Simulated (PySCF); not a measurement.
C5H6F3Si (doublet state).
Cartesian coordinates in Å at the GFN2-xTB level; atoms count from 1:
```xyz
15
C5H6F3Si angstrom
C     -0.8187   -1.4204   -1.3519
C     -0.3914   -0.6726   -0.3731
C      1.0219   -0.7518    0.1697
Si     2.0690    0.7479   -0.3957
C     -1.2598    0.3001    0.2884
F     -0.7710    0.9142    1.3853
C     -2.4956    0.6288   -0.0927
F     -3.2796    1.5041    0.5230
F     -3.1039    0.1190   -1.1534
H     -0.4145   -2.1655   -1.9942
H      1.4843   -1.6738   -0.1809
H      0.9744   -0.7983    1.2577
H      3.4202    0.5323    0.1219
H      2.0620    0.7587   -1.8591
H      1.4983    1.9852    0.1276
```

The hyperfine couplings belong to this conformer and change with its torsions.

Identity: `[H]/[C]=C(\C[SiH3])C(F)=C(F)F` [radical].

Computed, not measured: UKS B3LYP, pcH-1 on C F H Si, non-relativistic, mean-field spin-orbit, GIAO in PySCF. One conformer (not necessarily the lowest) at the GFN2-xTB geometry, without solvent, vibrations or thermal averaging. The geometry wasn't refined by DFT: couplings that depend on bond lengths, twists or pyramidal angles can differ widely from those at the functional's own minimum. Stability of the SCF solution: not tested.

(1) Give the principal g shifts and their parts.

(2) What are the electron Larmor frequencies g μB B/h along the three axes at 340 mT?

(3) At 9.442 GHz, how far is the centre of the isotropic spectrum from where a free electron (g = 2.002319) resonates?

(4) In a frozen sample, at which fields do the three g values resonate at 9.5, 34, 94 and 263 GHz (hyperfine left aside), and which band first spreads them over more than twice a line width of 0.5 mT?

Answers

(1) 
| Δg (ppm) | 1 | 2 | 3 |
| --- | --- | --- | --- |
| relativistic mass correction | -156 | -156 | -156 |
| gauge correction | 15 | 34 | -5 |
| orbital Zeeman/spin–orbit | -354 | 162 | 404 |
| total | -496 | 39 | 243 |

So g = 2.00182, 2.00236, 2.00256 and g_iso = 2.00225; the tensor is rhombic: the two nearest values differ by 28 % of g3 − g1. Axes: g1 points within 13° of the C2–C5 bond.

(2) 9.5261, 9.5287, 9.5296 GHz for g1, g2 and g3, a range of 3.5 MHz.

(3) B = hν/(g μB) with μB/h = 13.99624 MHz/mT gives 336.91 mT for the free electron and 336.93 mT at g_iso, 0.01 mT higher.

(4) 
```tsv
band	GHz	B(g3) mT	B(g2) mT	B(g1) mT	spread mT
X	9.5	338.94	338.98	339.07	0.13
Q	34.0	1213.06	1213.18	1213.51	0.45
W	94.0	3353.75	3354.09	3354.98	1.24
J	263.0	9383.36	9384.31	9386.82	3.46
```

The spread grows in proportion to the frequency. W band is the first where it exceeds 1.0 mT.

The largest Mulliken spin populations are on C1 (+1.07), C2 (-0.17) and C3 (+0.07). C1 is the only atom above +0.15.

The HOMO–LUMO gaps are 5.44 eV among the α and 3.93 eV among the β orbitals.

On one thread of an AMD EPYC, shared host with 64 logical CPUs at a one-minute load of 59, this took 3.9 min wall (with the writing of density and orbital grids) and 0.96 GiB of memory at its peak.
